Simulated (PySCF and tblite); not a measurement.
Results of a calculation; reference values are marked as such.
C5H3BF2, numbered as in [BH2:1][C:2]#[C:3][C:4]#[C:5][CH:6]([F:7])[F:8].

Conformers came from 60 starts (ETKDG and KDG, UFF, GFN2-xTB); geometries are GFN2-xTB. Energies: PBE0-D3(BJ)/def2-SVP (IEF-PCM, tetrahydrofuran), with GFN2-xTB thermal terms (modes under about 100 cm⁻¹ blended into free rotors). Symmetry numbers and mirror images are counted. Conformers within 2.5 kcal/mol (GFN2-xTB free energy) were kept, 2 at most. GIAO shieldings: KT2/pcSseg-1 (IEF-PCM, tetrahydrofuran). Shifts are against TMS (¹H), TMS (¹³C) at the same level. (PySCF 2.14, tblite 0.8.)

Q: List the conformer-averaged shifts at 298.15 K.

A: ¹H: 7.43 (H6, 1H), 6.66 (H1, 2H) ppm. ¹³C: 131.0 (C3), 112.4 (C6), 102.0 (C2), 101.2 (C5), 75.2 (C4) ppm.

Shifts are unscaled: against experiment ¹³C can be off by 15 ppm or more and ¹H by 0.8 ppm.
